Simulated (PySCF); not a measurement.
Si(F)2 anion (F2Si), SMILES F[Si]F (connectivity only; charge and spin as stated), charge -1, multiplicity 2.

Geometry: PBE-D3(BJ)/def2-TZVPD. The multiplicity is an assumed one; other spin states were not compared. The isomer is the one that the SMILES or the coordinates give; other isomers of the formula were not compared.

Two levels are set side by side: PBE/def2-TZVPD (PySCF) and r2SCAN/def2-TZVPD (PySCF). Same geometry, gas phase. Differences are taken from unrounded values.

| quantity | r2SCAN |
|---|---|
| α-spin orbital gap (eV) | 2.42 |
| β-spin orbital gap (eV) | 4.88 |
| mean polarisability (bohr³) | 66.4 |

Q: What does PBE give, and how far is it from r2SCAN? (An estimate is asked for; the answer gives what the named calculation found.)

A: 
```tsv
quantity	PBE	PBE minus r2SCAN
α-spin orbital gap (eV)	1.65	-0.77
β-spin orbital gap (eV)	4.36	-0.52
mean polarisability (bohr³)	70.4	4.0
```

Rough cost on one machine, each run with all the roots and properties that it gave: r2SCAN against PBE within a factor of 2.
